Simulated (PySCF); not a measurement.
**Identify the compound**

The spectra below were simulated for a compound C$_{4}$H$_{6}$BNO$_{2}$.

¹H NMR (600 MHz, computed): δ 7.57 (q, J = 3.3 Hz, 1H), 3.77 (d, J = 3.3 Hz, 3H), 3.17 (br s, 2H).

¹³C{¹H} NMR (computed): δ 148.0 (CH), 104.1 (C), 93.3 (C), 47.3 (CH3).

[PySCF 2.14: shieldings: GIAO PBE0/pcSseg-1; couplings computed with B3LYP/pcJ-1 (spin–dipole term only in couplings to heteroatoms); structure optimised with PBE0-D3(BJ)/def2-SVP; single conformer; averaged over atoms made equivalent by symmetry, fast rotation or ring inversion; in vacuum; relativity neglected]

δ = σ(ref) − σ, references computed at the same level: ¹H, ¹³C against TMS.

**Question.** Propose a structure and justify it.

**Answer.** 
1. 4 carbon signals for 4 carbons: no two carbons are equivalent.
2. Carbon types of the structure: 2 × C, 1 × CH, 1 × CH3, leaving 2 H on heteroatoms.
3. δC 148.0: C=N carbon.
4. δC 104.1, 93.3: alkyne carbon; the triple bond shields along its axis, which puts it between sp3 and sp2 carbons.
5. δC 47.3: methyl carbon bonded to N; pulled downfield by the heteroatom.
6. δH 7.57: hydrogen on a C=N carbon.
7. δH 3.77: hydrogen on a methyl carbon bonded to N; its carbon carries N, which withdraws density.
8. δH 3.17: hydrogen on an oxygen bonded to B; labile proton, position sensitive to the medium.

The compound is SMILES C(#C/C=N\C)B(O)O.

The shifts were computed for this structure.

Exchangeable OH/NH protons stand at their gas-phase positions; hydrogen bonding in a real sample shifts them, mostly to higher δ. A carbon bonded to boron is broadened by the quadrupolar boron nucleus and is often missing from a measured spectrum. Multiplet labels drop couplings under 1 Hz and merge nearly equal ones. Shifts are as computed. Against solution values, carbons near 30 ppm lie about +2 ppm off and those near 130 ppm about +5 ppm. Of 1211 compounds with measured shifts, 218 miss one by over three times the rms of a fit or turn the order of signals round; such compounds aren't used in these exercises.
